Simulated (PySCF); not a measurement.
CH2BF3O, singlet, at a GFN2-xTB geometry, atoms displaced at random by about 0.03 Å a coordinate; TPSS/STO-3G, gradient by finite differences in PySCF.

Input for PySCF:
```python
from pyscf import gto, scf, dft

mol = gto.M(
    atom='''
B    -0.45291350    0.79220093    0.99240180
C    -0.06280853   -0.39527150   -0.16549648
F    -1.13334758   -0.81589419   -0.91146164
F     0.52586973   -1.50251980    0.45382760
F     0.90040771    0.11948182   -1.05046270
H    -1.21148576    0.48153214    1.83460873
O     0.07687854    1.96598442    0.89435848
H     0.72764683    2.19982404    0.23075403
''',
    basis='sto-3g',
    verbose=4,
)

mf = dft.RKS(mol)
mf.xc = 'tpss'
mf.conv_tol = 1e-11
mf.kernel()
scan, done = mf.as_scanner(), []
scan.scf_summary = {}
def energy(d):
    c = mol.atom_coords()
    c[6, 0] += d
    e = scan(mol.set_geom_(c, unit='Bohr', inplace=False))
    done.append(scan.converged)
    return e
h = 1e-5
fd = (energy(h) - energy(-h)) / (2 * h)
print('dE/dx =', fd)
```

It wrote (shortened):

```
PySCF version 2.14.0

[INPUT] verbose = 4
[INPUT] num. atoms = 8
[INPUT] num. electrons = 48
[INPUT] charge = 0
[INPUT] spin (= nelec alpha-beta = 2S) = 0
[INPUT] symmetry False subgroup None
[INPUT] Mole.unit = angstrom
[INPUT] Symbol           X                Y                Z      unit          X                Y                Z       unit  Magmom
[...]
nuclear repulsion = 238.986988394909
number of shells = 20
number of NR pGTOs = 96
number of NR cGTOs = 32
basis = sto-3g
ecp = {}

******** <class 'pyscf.dft.rks.RKS'> ********
method = RKS
initial guess = minao
damping factor = 0
level_shift factor = 0
DIIS = <class 'pyscf.scf.diis.CDIIS'>
diis_start_cycle = 1
diis_space = 8
diis_damp = 0
SCF conv_tol = 1e-11
SCF conv_tol_grad = None
SCF max_cycles = 50
direct_scf = True
direct_scf_tol = 1e-13
XC library pyscf.dft.libxc version 7.1.2
    S. Lehtola, C. Steigemann, M. J. T. Oliveira, and M. A. L. Marques,  SoftwareX 7, 1–5 (2018)
XC functionals = tpss
    J. Tao, J. P. Perdew, V. N. Staroverov, and G. E. Scuseria,  Phys. Rev. Lett. 91, 146401 (2003)
    J. P. Perdew, J. Tao, V. N. Staroverov, and G. E. Scuseria,  J. Chem. Phys. 120, 6898 (2004)
    J. Tao, J. P. Perdew, V. N. Staroverov, and G. E. Scuseria,  Phys. Rev. Lett. 91, 146401 (2003)
    J. P. Perdew, J. Tao, V. N. Staroverov, and G. E. Scuseria,  J. Chem. Phys. 120, 6898 (2004)
radial grids:
    Treutler-Ahlrichs [JCP 102, 346 (1995); DOI:10.1063/1.469408] (M4) radial grids

becke partition: Becke, JCP 88, 2547 (1988); DOI:10.1063/1.454033
pruning grids: <function nwchem_prune>
grids dens level: 3
symmetrized grids: False
atomic radii adjust function: <function treutler_atomic_radii_adjust>
small_rho_cutoff = 0
Set gradient conv threshold to 3.16228e-06
Initial guess from minao.
tot grids = 104648
init E= -433.44896056246
[...]
cycle= 1 E= -432.63759085494  delta_E= 0.811  |g|= 0.811  |ddm|= 3.61
[...]
cycle= 2 E= -432.141539370956  delta_E= 0.496  |g|= 1.62  |ddm|= 2.66
[...]
cycle= 3 E= -432.83685363968  delta_E= -0.695  |g|= 0.193  |ddm|= 1.79
[...]
cycle= 4 E= -432.848180956778  delta_E= -0.0113  |g|= 0.0719  |ddm|= 0.332
[...]
cycle= 5 E= -432.849706738706  delta_E= -0.00153  |g|= 0.00963  |ddm|= 0.0837
[...]
cycle= 6 E= -432.849733745005  delta_E= -2.7e-05  |g|= 0.00425  |ddm|= 0.017
[...]
cycle= 7 E= -432.849740671154  delta_E= -6.93e-06  |g|= 0.000375  |ddm|= 0.00689
[...]
cycle= 8 E= -432.849740707055  delta_E= -3.59e-08  |g|= 0.000173  |ddm|= 0.000711
[...]
[...]
converged SCF energy = -432.84974071857
converged SCF energy = -432.84974038988
[...]
   4 F      0.525869730000  -1.502519800000   0.453827600000 AA    0.993749766899  -2.839350918736   0.857609871769 Bohr
   5 F      0.900407710000   0.119481820000  -1.050462700000 AA    1.701523972347   0.225787916665  -1.985086807071 Bohr
   6 H     -1.211485760000   0.481532140000   1.834608730000 AA   -2.289376290211   0.909963864776   3.466908045436 Bohr
   7 O      0.076873248228   1.965984420000   0.894358480000 AA    0.145269385456   3.715172118962   1.690092584382 Bohr
   8 H      0.727646830000   2.199824040000   0.230754030000 AA    1.375053224108   4.157064957834   0.436061918840 Bohr

******** <class 'pyscf.scf.hf.RKS_Scanner'> ********
method = RKS_Scanner
initial guess = minao
damping factor = 0
level_shift factor = 0
DIIS = <class 'pyscf.scf.diis.CDIIS'>
diis_start_cycle = 1
diis_space = 8
diis_damp = 0
SCF conv_tol = 1e-11
SCF conv_tol_grad = None
SCF max_cycles = 50
direct_scf = True
direct_scf_tol = 1e-13
XC library pyscf.dft.libxc version 7.1.2
    S. Lehtola, C. Steigemann, M. J. T. Oliveira, and M. A. L. Marques,  SoftwareX 7, 1–5 (2018)
XC functionals = tpss
    J. Tao, J. P. Perdew, V. N. Staroverov, and G. E. Scuseria,  Phys. Rev. Lett. 91, 146401 (2003)
    J. P. Perdew, J. Tao, V. N. Staroverov, and G. E. Scuseria,  J. Chem. Phys. 120, 6898 (2004)
    J. Tao, J. P. Perdew, V. N. Staroverov, and G. E. Scuseria,  Phys. Rev. Lett. 91, 146401 (2003)
    J. P. Perdew, J. Tao, V. N. Staroverov, and G. E. Scuseria,  J. Chem. Phys. 120, 6898 (2004)
radial grids:
    Treutler-Ahlrichs [JCP 102, 346 (1995); DOI:10.1063/1.469408] (M4) radial grids

becke partition: Becke, JCP 88, 2547 (1988); DOI:10.1063/1.454033
pruning grids: <function nwchem_prune>
grids dens level: 3
symmetrized grids: False
atomic radii adjust function: <function treutler_atomic_radii_adjust>
small_rho_cutoff = 0
Set gradient conv threshold to 3.16228e-06
tot grids = 104648
init E= -432.849739494646
[...]
cycle= 1 E= -432.849741047173  delta_E= -1.55e-06  |g|= 1.09e-05  |ddm|= 3.39e-05
[...]
cycle= 2 E= -432.849741047104  delta_E= 6.91e-11  |g|= 1.83e-05  |ddm|= 3.65e-05
[...]
cycle= 3 E= -432.84974104721  delta_E= -1.06e-10  |g|= 1.53e-06  |ddm|= 2.37e-05
[...]
cycle= 4 E= -432.849741047209  delta_E= 1.25e-12  |g|= 3.86e-07  |ddm|= 2.74e-06
[...]
Extra cycle  E= -432.84974104721  delta_E= -1.59e-12  |g|= 5.95e-07  |ddm|= 1.53e-06
converged SCF energy = -432.84974104721
dE/dx = 0.03286651235612226
```
